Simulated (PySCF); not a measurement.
**Correlation energy of Os- (osmium, charge -1)**

[Xe] 4f14 5d7 6s2, high-spin 4F determinant. Calculation: PySCF 2.14, in def2-TZVPPD with the def2 core potential (60 electrons) (6s5p3d2f1g, 59 functions); a scalar-relativistic core potential. Frozen: 5s2 5p6; 9 electrons correlated.

MP2 pair energies summed by pair of shells (mhartree):

```
 pair   energy  share (%)
5d-5d  -146.56       64.0
5d-6s   -66.52       29.0
6s-6s   -15.97        7.0
```

Total MP2 correlation energy: -229.05 mhartree.

Same-spin part -83.65 and opposite-spin part -145.40 mhartree; SCS-MP2 scales them by 1/3 and 6/5 to -202.36 mhartree.

The Hartree-Fock reference does not bind the outermost electron (its level is positive or very diffuse), so these energies belong to a reference that the basis holds together.
